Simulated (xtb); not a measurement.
FH₇O₂Si₃, SMILES F[SiH](O[SiH3])O[SiH3]. All values are semi-empirical tight-binding results from xtb (GFN2-xTB unless named), good for trends rather than for accurate numbers. Coordinates come from a GFN2-xTB optimisation. The values are those of a single conformer.

Computed properties:
```json
{
 "orbital_gap": "6.05 eV",
 "dipole_moment": "2.02 D",
 "zero_point_energy": "42.9 kcal/mol",
 "G − E(el) at 298.15 K (modified RRHO)": "19.3 kcal/mol",
 "static polarisability (D4 model)": "99.6 bohr³",
 "solvation energy, GFN2-xTB/ALPB(water)": "1.9 kcal/mol",
 "solvation energy, GFN2-xTB/ALPB(ch2cl2)": "-2.3 kcal/mol"
}
```
